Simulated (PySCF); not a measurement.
VF4, SMILES [F][V]([F])([F])[F] (connectivity only; charge and spin as stated), neutral, multiplicity 2. Atoms are numbered in the order given.

```xyz
5

V      0.0000     0.0000     0.0000
F      1.0291     1.0291     0.9019
F     -1.0291    -1.0291     0.9019
F      1.0291    -1.0291    -0.9019
F     -1.0291     1.0291    -0.9019
```
Charge 0, spin multiplicity 2.

Coordinates come from a B3LYP-D3(BJ)/def2-SVP optimisation. The multiplicity is an assumed one; other spin states were not compared. The isomer is the one that the SMILES or the coordinates give; other isomers of the formula were not compared.

Method: TDA-PBE/def2-SVPD (PySCF).

Vertical excitations; the highest root listed may be one member of a degenerate set. The molecule is in vacuum.

**Question.** List the lowest excited states. (Estimate from the structure and the level; the computed values follow.)

**Answer.** 
```csv
state,energy (eV),λ (nm),f,main pairs
root 1,0.22,5673,0.000,α HOMO→LUMO 100 %
root 2,1.58,784,0.000,α HOMO→LUMO+1 (degenerate set)
root 3,1.58,784,0.000,α HOMO→LUMO+2 (degenerate set)
root 4,1.94,640,0.002,α HOMO→LUMO+3 99 %
root 5,4.94,251,0.000,α HOMO→LUMO+4 100 %
root 6,4.96,250,0.003,"α HOMO−1→LUMO 77 %, β HOMO−2→LUMO 22 %"
root 7,5.01,247,0.002,"α HOMO−2→LUMO, β HOMO→LUMO (degenerate set)"
root 8,5.01,247,0.002,"α HOMO−3→LUMO, β HOMO−1→LUMO (degenerate set)"
root 9,5.50,225,0.001,"α HOMO−6→LUMO, β HOMO→LUMO (degenerate set)"
root 10,5.50,225,0.001,"α HOMO−5→LUMO, β HOMO−1→LUMO (degenerate set)"
```
Unrestricted roots are not spin-pure.
